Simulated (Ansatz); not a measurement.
**Relative stability**

The two ends of one reaction step of BSiH$_{4}$ClF$_{2}$, singlet (PBE0-D4/def2-TZVP).

A:

```csv
atom,x (Å),y (Å),z (Å)
B1,-0.7824,-0.7411,0.2585
Si2,-0.4877,1.2542,0.0148
F3,-0.7831,-1.5846,-0.7642
F4,-1.0296,-1.2710,1.4407
H5,1.9550,-1.8134,-0.8916
Cl6,2.4225,-1.0990,0.0631
H7,-1.8091,1.9404,0.0335
H8,0.3380,1.7849,1.1292
H9,0.1766,1.5295,-1.2841
```

B:

```tsv
atom	x (Å)	y (Å)	z (Å)
B1	-0.4061	-1.2316	0.4203
Si2	-0.3240	0.8999	0.1812
F3	-1.0940	-1.7507	-0.6281
F4	-0.8830	-1.5436	1.6472
H5	1.0117	0.4192	-0.9889
Cl6	1.4491	-1.5549	0.2700
H7	-1.1332	1.8254	-0.6708
H8	0.5499	1.7821	1.0016
H9	0.8296	1.1540	-1.2325
```

Ansatz 0.2.0; basis: def2-TZVPP; cores frozen in the correlated methods. B3LYP uses VWN-RPA correlation.

Problem. Which structure is lower at CCSD(T), and by how much? (An estimate is asked for; the value comes from the calculation.)

Solution. Computed: A, by 29.81 kcal/mol (electronic energy, against the other). By their contacts, A is a complex of BSiH₃F₂ ([F][B]([F])[SiH3]) + HCl and B is a complex of BSiH₂ClF₂ ([F][B]([F])([SiH2])[Cl]) + H₂.

All methods give the same order:

| method | E(B) − E(A) (kcal/mol) |
| --- | --- |
| SPW92 | 15.52 |
| PBE-D4 | 21.49 |
| BLYP-D4 | 25.65 |
| r2SCAN-D4 | 24.65 |
| B97M-V | 27.44 |
| PBE0-D4 | 24.32 |
| B3LYP-D4 | 27.61 |
| r2SCAN0-D4 | 26.02 |
| BHLYP-D4 | 30.76 |
| CAM-B3LYP-D4 | 29.16 |
| wB97X-V | 28.71 |
| wB97M-V | 26.15 |
| B2PLYP | 28.77 |
| PBE-QIDH | 26.58 |
| RPA on PBE | 31.02 |
| HF | 41.07 |
| MP2 | 27.47 |
| CCSD | 31.91 |
| CCSD(T) | 29.81 |

T1 diagnostic: at most 0.013.

Labels in which every atom is bracketed show which atoms are joined, not bond orders.

For scale, one of the runs: CCSD(T)/def2-TZVPP, 233 basis functions (an equivalent command: `ansatz run in.yaml --threads 4`). The run took 2.2 min on 4 CPU threads (shared host), with 4.1 GiB of host memory at its peak.
